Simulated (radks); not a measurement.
Species: the iodine ion I+. Configuration: [Kr] 4d10 5s2 5p4 (the NIST ground configuration).

Method: Dirac Kohn-Sham, PBE, spin-unpolarised, spherical densities, point nucleus; open shells are shared between the two j in proportion to 2j + 1; speed of light set to 411.108 atomic units (3 times the physical value, a model run); computed with a radial shooting solver on a logarithmic mesh with Libxc functionals.

Energy parts (hartree):
| part | energy |
|---|---|
| total | -6940.30063 |
| kinetic | 6979.47591 |
| electron-nucleus | -16497.17330 |
| Hartree | 2753.61521 |
| exchange-correlation | -176.21845 |

Orbitals (lengths in bohr, moments of r in powers of bohr; r(max) is where P^2 peaks):
orbital     occ.  eigenvalue (hartree)   r(max)      <r^4>
1s1/2          2             -1168.370  0.01884  3.013e-06
2s1/2          2             -176.7881   0.1043  0.0005322
2p1/2          2             -166.1261  0.08139  0.0003455
2p3/2          4             -165.0041  0.08190  0.0003522
3s1/2          2             -35.89035   0.2974    0.02236
3p1/2          2             -31.41549   0.2839    0.02140
3p3/2          4             -31.20584   0.2851    0.02172
3d3/2          4             -22.93624   0.2322    0.01763
3d5/2          6             -22.88794   0.2325    0.01771
4s1/2          2              -6.53404   0.7049     0.6475
4p1/2          2              -4.96945   0.7239     0.8124
4p3/2          4              -4.92873   0.7264     0.8248
4d3/2          4              -2.27876   0.7749      1.627
4d5/2          6              -2.27169   0.7758      1.636
5s1/2          2              -0.91400    1.754      30.13
5p1/2    1.33333              -0.56710    1.997      60.86
5p3/2    2.66667              -0.56283    2.005      61.91

The highest occupied level is 5p3/2 at -15.315 eV. The density falls to 0.001 e/bohr^3 at r = 4.22 bohr.
